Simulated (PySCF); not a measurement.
AlI$_{3}$, charge -1, doublet, geometry from GFN2-xTB (such geometries of metal compounds can be far from the true shape) (a state made from the parent by changing its charge; the spin is typed, not shown lowest) (core potentials on I); DF-HF/def2-SVP (PySCF).

The PySCF input:
```python
from pyscf import gto, scf

mol = gto.M(
    atom='''
Al   -0.000055   -0.018048    0.009502
I    -2.214325   -1.527828   -0.069272
I     0.007225    2.350478   -1.237457
I     2.207113   -0.818222    1.304398
''',
    basis='def2-svp',
    ecp={'I': 'def2-svp'},
    charge=-1,
    spin=1,
    verbose=4,
    symmetry=True,
)

mf = scf.UHF(mol)
mf.irrep_nelec = {"A'": (31, 31), 'A"': (14, 13)}
mf = mf.density_fit(auxbasis='def2-universal-jkfit')
mf.kernel()
mf.analyze()
```

The log (banner, timings and long lists left out):

```
PySCF version 2.14.0

[INPUT] verbose = 4
[INPUT] num. atoms = 4
[INPUT] num. electrons = 89
[INPUT] charge = -1
[INPUT] spin (= nelec alpha-beta = 2S) = 1
[INPUT] symmetry True subgroup None
[INPUT] Mole.unit = angstrom
[INPUT] Symbol           X                Y                Z      unit          X                Y                Z       unit  Magmom
[...]
nuclear repulsion = 406.337103595703
point group symmetry = Cs
symmetry origin: [-2.85656275e-07  6.59206788e-07 -1.86775257e-07]
symmetry axis x: [-0.00271702 -0.88485808  0.46585276]
symmetry axis y: [0.94394992 0.15149922 0.29326871]
symmetry axis z: [ 0.33007752 -0.44053849 -0.83485009]
num. orbitals of irrep A' = 67
num. orbitals of irrep A" = 29
number of shells = 38
number of NR pGTOs = 219
number of NR cGTOs = 96
basis = def2-svp
ecp = {'I': 'def2-svp'}

******** <class 'pyscf.df.df_jk.DFSymAdaptedUHF'> ********
method = DFSymAdaptedUHF
initial guess = minao
damping factor = 0
level_shift factor = 0
DIIS = <class 'pyscf.scf.diis.CDIIS'>
diis_start_cycle = 1
diis_space = 8
diis_damp = 0
SCF conv_tol = 1e-09
SCF conv_tol_grad = None
SCF max_cycles = 50
direct_scf = False
number electrons alpha = 45  beta = 44
irrep_nelec {"A'": (31, 31), 'A"': (14, 13)}
Freeze 89 electrons in irreps ["A'", 'A"']
    0 free electrons in irreps
Set gradient conv threshold to 3.16228e-05
******** <class 'pyscf.df.df.DF'> ********
auxbasis = def2-universal-jkfit
init E= -1034.99014747204

cycle= 1 E= -1129.35095191772  delta_E= -94.4  |g|= 2.58  |ddm|= 9.18
cycle= 2 E= -1131.65491657697  delta_E= -2.3  |g|= 1.01  |ddm|= 5.69
cycle= 3 E= -1131.98253823413  delta_E= -0.328  |g|= 0.0958  |ddm|= 1.23
cycle= 4 E= -1131.98852156191  delta_E= -0.00598  |g|= 0.0377  |ddm|= 0.186
cycle= 5 E= -1131.98976878648  delta_E= -0.00125  |g|= 0.00802  |ddm|= 0.062
cycle= 6 E= -1131.98995048034  delta_E= -0.000182  |g|= 0.00379  |ddm|= 0.0293
cycle= 7 E= -1131.99001559668  delta_E= -6.51e-05  |g|= 0.00128  |ddm|= 0.0237
cycle= 8 E= -1131.9900226314  delta_E= -7.03e-06  |g|= 0.000279  |ddm|= 0.009
cycle= 9 E= -1131.99002286779  delta_E= -2.36e-07  |g|= 7.41e-05  |ddm|= 0.00147
cycle= 10 E= -1131.99002287982  delta_E= -1.2e-08  |g|= 2.77e-05  |ddm|= 0.000264
cycle= 11 E= -1131.99002288155  delta_E= -1.73e-09  |g|= 1.03e-05  |ddm|= 0.000104
cycle= 12 E= -1131.99002288187  delta_E= -3.21e-10  |g|= 5.94e-06  |ddm|= 4.07e-05
Extra cycle  E= -1131.99002288197  delta_E= -9.55e-11  |g|= 4.41e-06  |ddm|= 1.68e-05
converged SCF energy = -1131.99002288197  <S^2> = 0.7841761  2S+1 = 2.033889
**** SCF Summaries ****
Total Energy =                       -1131.990022881966297
Nuclear Repulsion Energy =             406.337103595703468
One-electron Energy =                -2715.758176839626685
Two-electron Energy =                 1177.431050361956977
Two-electron Coulomb Energy =         1259.387717422535843
DFT Exchange-Correlation Energy =      -81.956667060578866
Wave-function symmetry = A"
alpha occupancy for each irrep:     A'   A"
                                    31   14
beta  occupancy for each irrep:     A'   A"
                                    31   13
**** MO energy ****
alpha MO #1 (A' #1), energy= -58.380876350615 occ= 1
alpha MO #2 (A' #2), energy= -7.57975235951987 occ= 1
alpha MO #3 (A' #3), energy= -7.57975148131451 occ= 1
alpha MO #4 (A' #4), energy= -7.57861615766477 occ= 1
alpha MO #5 (A' #5), energy= -5.43235543275654 occ= 1
alpha MO #6 (A' #6), energy= -5.43235407783852 occ= 1
alpha MO #7 (A' #7), energy= -5.43121046997726 occ= 1
alpha MO #8 (A' #8), energy= -5.42607626816523 occ= 1
alpha MO #9 (A' #9), energy= -5.42607534203302 occ= 1
alpha MO #10 (A" #1), energy= -5.42585283147414 occ= 1
alpha MO #11 (A" #2), energy= -5.42585226167567 occ= 1
alpha MO #12 (A' #10), energy= -5.42493867777165 occ= 1
alpha MO #13 (A" #3), energy= -5.42473980336021 occ= 1
alpha MO #14 (A' #11), energy= -4.80618032301256 occ= 1
alpha MO #15 (A" #4), energy= -3.13116222476582 occ= 1
alpha MO #16 (A' #12), energy= -3.12282677596969 occ= 1
alpha MO #17 (A' #13), energy= -3.12278089226364 occ= 1
alpha MO #18 (A' #14), energy= -2.12712336688287 occ= 1
alpha MO #19 (A' #15), energy= -2.12710266061054 occ= 1
alpha MO #20 (A' #16), energy= -2.12596246322225 occ= 1
alpha MO #21 (A' #17), energy= -2.12452309695479 occ= 1
alpha MO #22 (A' #18), energy= -2.12450624297089 occ= 1
alpha MO #23 (A" #5), energy= -2.12424914022125 occ= 1
alpha MO #24 (A" #6), energy= -2.12423637960027 occ= 1
alpha MO #25 (A' #19), energy= -2.12335943082005 occ= 1
alpha MO #26 (A" #7), energy= -2.12311316286859 occ= 1
alpha MO #27 (A" #8), energy= -2.11718979823025 occ= 1
alpha MO #28 (A" #9), energy= -2.11718842744719 occ= 1
alpha MO #29 (A' #20), energy= -2.11718242560221 occ= 1
alpha MO #30 (A' #21), energy= -2.11718077326034 occ= 1
alpha MO #31 (A" #10), energy= -2.11608385980447 occ= 1
alpha MO #32 (A' #22), energy= -2.1160770818358 occ= 1
alpha MO #33 (A' #23), energy= -0.735802394313946 occ= 1
alpha MO #34 (A' #24), energy= -0.724783212467633 occ= 1
alpha MO #35 (A' #25), energy= -0.724013753507674 occ= 1
alpha MO #36 (A' #26), energy= -0.375254298845185 occ= 1
alpha MO #37 (A' #27), energy= -0.267099924487615 occ= 1
alpha MO #38 (A' #28), energy= -0.266009267510023 occ= 1
alpha MO #39 (A" #11), energy= -0.253786240289812 occ= 1
alpha MO #40 (A" #12), energy= -0.232485184258792 occ= 1
alpha MO #41 (A" #13), energy= -0.231596956985383 occ= 1
alpha MO #42 (A' #29), energy= -0.228632938693843 occ= 1
alpha MO #43 (A' #30), energy= -0.228176118630927 occ= 1
alpha MO #44 (A' #31), energy= -0.217956928784968 occ= 1
alpha MO #45 (A" #14), energy= -0.0486939152625201 occ= 1
alpha MO #46 (A' #32), energy= 0.129792493199112 occ= 0
alpha MO #47 (A' #33), energy= 0.275702604326469 occ= 0
alpha MO #48 (A' #34), energy= 0.279872873468894 occ= 0
alpha MO #49 (A' #35), energy= 0.318437302272561 occ= 0
alpha MO #50 (A' #36), energy= 0.505920260748526 occ= 0
alpha MO #51 (A' #37), energy= 0.506756287449284 occ= 0
[...]
alpha MO #89 (A" #29), energy= 19.3718203938848 occ= 0
alpha MO #90 (A' #61), energy= 19.383346333067 occ= 0
alpha MO #91 (A' #62), energy= 19.4267791859133 occ= 0
alpha MO #92 (A' #63), energy= 19.5004721073104 occ= 0
alpha MO #93 (A' #64), energy= 19.5084486788789 occ= 0
alpha MO #94 (A' #65), energy= 56.7139868006287 occ= 0
alpha MO #95 (A' #66), energy= 56.7175465476962 occ= 0
alpha MO #96 (A' #67), energy= 56.7443683315286 occ= 0
beta  MO #1 (A' #1), energy= -58.3756504769754 occ= 1
beta  MO #2 (A' #2), energy= -7.58012015033643 occ= 1
beta  MO #3 (A' #3), energy= -7.58011944299071 occ= 1
beta  MO #4 (A' #4), energy= -7.57896285080354 occ= 1
beta  MO #5 (A' #5), energy= -5.4340200814794 occ= 1
beta  MO #6 (A' #6), energy= -5.43401868235132 occ= 1
beta  MO #7 (A' #7), energy= -5.43282393044104 occ= 1
beta  MO #8 (A' #8), energy= -5.4262048777079 occ= 1
beta  MO #9 (A' #9), energy= -5.42620395441782 occ= 1
beta  MO #10 (A" #1), energy= -5.4251582680344 occ= 1
beta  MO #11 (A" #2), energy= -5.42515765888339 occ= 1
beta  MO #12 (A' #10), energy= -5.42505964555854 occ= 1
beta  MO #13 (A" #3), energy= -5.42404049063338 occ= 1
beta  MO #14 (A' #11), energy= -4.79799116529439 occ= 1
beta  MO #15 (A' #12), energy= -3.11857674112143 occ= 1
beta  MO #16 (A' #13), energy= -3.11851956970865 occ= 1
beta  MO #17 (A" #4), energy= -3.11115985150977 occ= 1
beta  MO #18 (A' #14), energy= -2.12796140575046 occ= 1
beta  MO #19 (A' #15), energy= -2.1279487905041 occ= 1
beta  MO #20 (A' #16), energy= -2.12677585550845 occ= 1
beta  MO #21 (A' #17), energy= -2.12529223070541 occ= 1
beta  MO #22 (A' #18), energy= -2.12528184881062 occ= 1
beta  MO #23 (A" #5), energy= -2.12442606671645 occ= 1
beta  MO #24 (A" #6), energy= -2.12441629910461 occ= 1
beta  MO #25 (A' #19), energy= -2.12410775167286 occ= 1
beta  MO #26 (A" #7), energy= -2.1232697912093 occ= 1
beta  MO #27 (A" #8), energy= -2.11694803666289 occ= 1
beta  MO #28 (A" #9), energy= -2.11694461533996 occ= 1
beta  MO #29 (A' #20), energy= -2.11692959287134 occ= 1
beta  MO #30 (A' #21), energy= -2.11692633732071 occ= 1
beta  MO #31 (A" #10), energy= -2.11583664892717 occ= 1
beta  MO #32 (A' #22), energy= -2.11581942969809 occ= 1
beta  MO #33 (A' #23), energy= -0.736835692617275 occ= 1
beta  MO #34 (A' #24), energy= -0.72839000220874 occ= 1
beta  MO #35 (A' #25), energy= -0.727481513264781 occ= 1
beta  MO #36 (A' #26), energy= -0.339077489277592 occ= 1
beta  MO #37 (A' #27), energy= -0.271555685784758 occ= 1
beta  MO #38 (A' #28), energy= -0.270254445835223 occ= 1
beta  MO #39 (A" #11), energy= -0.23538484066384 occ= 1
beta  MO #40 (A' #29), energy= -0.232331319394633 occ= 1
beta  MO #41 (A' #30), energy= -0.231852694952692 occ= 1
beta  MO #42 (A" #12), energy= -0.225532589989714 occ= 1
beta  MO #43 (A" #13), energy= -0.224604162349345 occ= 1
beta  MO #44 (A' #31), energy= -0.219340390429588 occ= 1
beta  MO #45 (A' #32), energy= 0.185648929963008 occ= 0
beta  MO #46 (A" #14), energy= 0.233930245423521 occ= 0
beta  MO #47 (A' #33), energy= 0.293595589126072 occ= 0
beta  MO #48 (A' #34), energy= 0.297501496889159 occ= 0
beta  MO #49 (A' #35), energy= 0.340370990814005 occ= 0
beta  MO #50 (A' #36), energy= 0.513691540251971 occ= 0
beta  MO #51 (A' #37), energy= 0.514530348959827 occ= 0
beta  MO #52 (A' #38), energy= 0.593209100847471 occ= 0
beta  MO #53 (A' #39), energy= 0.594421177504743 occ= 0
beta  MO #54 (A' #40), energy= 0.620775859739709 occ= 0
beta  MO #55 (A" #15), energy= 0.632063355135053 occ= 0
beta  MO #56 (A" #16), energy= 0.633906013566538 occ= 0
beta  MO #57 (A" #17), energy= 0.647136661188999 occ= 0
beta  MO #58 (A' #41), energy= 0.701157111509205 occ= 0
beta  MO #59 (A' #42), energy= 0.701334451904188 occ= 0
beta  MO #60 (A" #18), energy= 0.722364908918033 occ= 0
beta  MO #61 (A" #19), energy= 0.72381611029453 occ= 0
beta  MO #62 (A' #43), energy= 0.727305582438258 occ= 0
beta  MO #63 (A" #20), energy= 0.729961888404839 occ= 0
beta  MO #64 (A' #44), energy= 0.737323686596967 occ= 0
beta  MO #65 (A' #45), energy= 0.754737641441477 occ= 0
beta  MO #66 (A' #46), energy= 0.758857494670075 occ= 0
beta  MO #67 (A' #47), energy= 0.758984038630108 occ= 0
beta  MO #68 (A' #48), energy= 0.764688626076 occ= 0
beta  MO #69 (A' #49), energy= 0.765798255666834 occ= 0
beta  MO #70 (A" #21), energy= 0.765998603025822 occ= 0
beta  MO #71 (A" #22), energy= 0.766353198555713 occ= 0
beta  MO #72 (A" #23), energy= 0.767167898261103 occ= 0
beta  MO #73 (A' #50), energy= 0.791666450130105 occ= 0
beta  MO #74 (A' #51), energy= 0.848211469609733 occ= 0
beta  MO #75 (A' #52), energy= 0.848297588231775 occ= 0
beta  MO #76 (A' #53), energy= 0.851704493789284 occ= 0
beta  MO #77 (A" #24), energy= 0.869587329435323 occ= 0
beta  MO #78 (A" #25), energy= 0.946051293902107 occ= 0
beta  MO #79 (A" #26), energy= 0.948329919115415 occ= 0
beta  MO #80 (A' #54), energy= 1.00666900891613 occ= 0
beta  MO #81 (A' #55), energy= 1.01118849513599 occ= 0
beta  MO #82 (A' #56), energy= 1.15753088967578 occ= 0
beta  MO #83 (A' #57), energy= 1.21626761831249 occ= 0
beta  MO #84 (A' #58), energy= 1.22101086171529 occ= 0
beta  MO #85 (A" #27), energy= 19.3111951436527 occ= 0
beta  MO #86 (A" #28), energy= 19.3142359635234 occ= 0
beta  MO #87 (A' #59), energy= 19.3584736305853 occ= 0
beta  MO #88 (A' #60), energy= 19.3653187126568 occ= 0
beta  MO #89 (A" #29), energy= 19.3725494228236 occ= 0
beta  MO #90 (A' #61), energy= 19.3831876656562 occ= 0
beta  MO #91 (A' #62), energy= 19.425068460752 occ= 0
beta  MO #92 (A' #63), energy= 19.4987707078627 occ= 0
beta  MO #93 (A' #64), energy= 19.5067828962544 occ= 0
beta  MO #94 (A' #65), energy= 56.7138968269669 occ= 0
beta  MO #95 (A' #66), energy= 56.7174522714838 occ= 0
beta  MO #96 (A' #67), energy= 56.7443081470355 occ= 0
In total            45.00000 | 44.00000

WARN: System has nonzero charge -1; the dipole moment is origin-dependent.
Location of origin: [0. 0. 0.]

Dipole moment(X, Y, Z, Debye): -0.00009, -0.03282,  0.01728
```
